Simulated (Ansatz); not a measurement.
Basis sets compared for HfAg12. Charge 0, multiplicity 1. Geometry r2SCAN-D4/def2-SVP. Ansatz on 2 threads of AMD EPYC 7R13 on a shared host and a share (18 GiB) of an NVIDIA H100 80GB HBM3; times are rough, and most runs start from earlier orbitals.

Cartesian coordinates in Å:
```
Hf 0.0661 -0.0003 0.4163
Ag 1.7756 -1.1249 -1.7713
Ag -0.7238 -2.2844 -1.3332
Ag 1.8089 2.1633 1.3064
Ag 1.3354 -2.5442 0.6582
Ag 1.5808 1.6612 -1.4052
Ag -0.5327 0.2240 -2.4807
Ag -1.1610 2.2804 -0.7533
Ag -2.5795 -0.2546 -0.6736
Ag -0.7838 2.3111 2.0225
Ag -2.3476 0.1199 2.0667
Ag 2.9203 -0.2347 0.5918
Ag -1.3587 -2.3167 1.3555
```

In the def2 sets Ag, Hf take a core potential; there is no spin–orbit coupling. Single mean-field runs in def2-SVP, def2-TZVP are fitted with def2-universal-jkfit. The structure comes from a short search, and lower isomers may exist.

Binding counts from free atoms (Hf triplet, Ag doublet) in the same basis, without a counterpoise term.

```
           level  functions  energy (Eh)  HOMO (eV)  LUMO (eV)  binding per atom (eV)  wall time
 PBE-D4/def2-SVP        404   -1812.2456      -4.58      -3.68                   2.16       10 s
PBE0-D4/def2-SVP        404   -1811.9383      -4.94      -2.94                   1.96      9.5 s
```

Estimate the rows for PBE-D4/def2-TZVP (with forces), PBE0-D4/def2-TZVP.


```csv
level,functions,energy (Eh),HOMO (eV),LUMO (eV),binding per atom (eV),wall time
PBE-D4/def2-TZVP (with forces),520,-1812.7314,-4.59,-3.70,2.22,14 s
PBE0-D4/def2-TZVP,520,-1812.4028,-4.94,-2.95,2.01,16 s
```
